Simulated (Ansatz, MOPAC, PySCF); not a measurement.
Stepwise substitution at one centre (B Br-CH3). All species are isolated molecules in the gas phase. Strings in code marks are SMILES.

Quantity: vertical ionisation energy (energy after one electron is removed minus that of the parent at the parent's geometry), in eV.

Level 1: B3LYP/6-31G* // B3LYP-D3(BJ)/def2-TZVP (PySCF)
Level 2: PBE/6-31G* // B3LYP-D3(BJ)/def2-TZVP (PySCF)
Level 3: minus the HOMO energy of AM1 // B3LYP-D3(BJ)/def2-TZVP (MOPAC)
Level 4: HF/cc-pVTZ // B3LYP-D3(BJ)/def2-TZVP (Ansatz, a first-principles code)

| species | level 2 | level 3 | level 4 |
|---|---|---|---|
| `CB(C)Br` | 9.73 | 10.50 | 9.42 |

Q: What does level 1 give for each?

A: 
- `CB(C)Br`: 10.04
